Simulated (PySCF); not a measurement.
# Electron correlation in Bi (bismuth, neutral)

[Xe] 4f14 5d10 6s2 6p3, high-spin 4S determinant. All numbers are calculated (PySCF 2.14, a scalar-relativistic core potential, in aug-cc-pVTZ-PP with ECP60MDF (6s5p4d2f, 55 functions)). Frozen: 5s2 5p6 5d10; 5 electrons correlated.

```tsv
level	correlation energy (mhartree)
CCSD	-60.98
(T)	-1.78
CCSD(T)	-62.76
```

Diagnostics: T1 = 0.0047, D1 = 0.0107, largest double amplitude 0.030.

**Question.** Is a single reference adequate?

**Answer.** Yes, within this model without spin-orbit coupling: T1 lies below 0.03 and no double amplitude reaches 0.07.

Spin-orbit coupling is strong in this species, so the high-spin LS determinant is a model state.
